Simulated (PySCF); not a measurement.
Predicted microwave data (PBE0/pcSseg-1 in PySCF (dipole) on a GFN2-xTB geometry, gas phase) for one isomer of C4H9Cl2FSi2:

```
Rotational constants : A = 1353, B = 438.5, C = 376.0 MHz
Dipole components    : |μa| = 0.36 D, |μb| = 0.89 D, |μc| = 0.75 D
Inertial defect      : -181.99 u·Å²
κ                    : -0.87
```

Question: Which candidate fits, each taken in the one conformer that was computed?
A. `[F:1]/[C:2](=[CH:3]/[SiH3:4])[Si@H:5]([Cl:6])[CH2:7][CH2:8][Cl:9]` with F1–C2–Si5–Cl6 128°, C2–Si5–C7–C8 168°, Si5–C7–C8–Cl9 58°
B. `[F:1]/[CH:2]=[C:3](/[SiH3:4])[CH2:5][SiH2:6][CH:7]([Cl:8])[Cl:9]` with C2–C3–C5–Si6 75°, C3–C5–Si6–C7 162°, C5–Si6–C7–Cl8 61°

Answer: A. It is F/C(=C/[SiH3])[Si@H](Cl)CCCl, an asymmetric top, point group C1. The candidates at the same level (rigid rotor, commonest isotopes):

```
                      SMILES  A (MHz)  B (MHz)  C (MHz)  μa (D)  μb (D)  μc (D)  Δ (u·Å²)  point group           rotor
F/C=C(/[SiH3])C[SiH2]C(Cl)Cl     1164    446.2    354.6    1.57    0.39    1.21   -141.42           C1  asymmetric top
F/C(=C/[SiH3])[Si@H](Cl)CCCl     1353    438.5    376.0    0.36    0.89    0.75   -181.99           C1  asymmetric top
```

`F/C=C(/[SiH3])C[SiH2]C(Cl)Cl` has A 14 % too low. No structure here is proved a minimum.
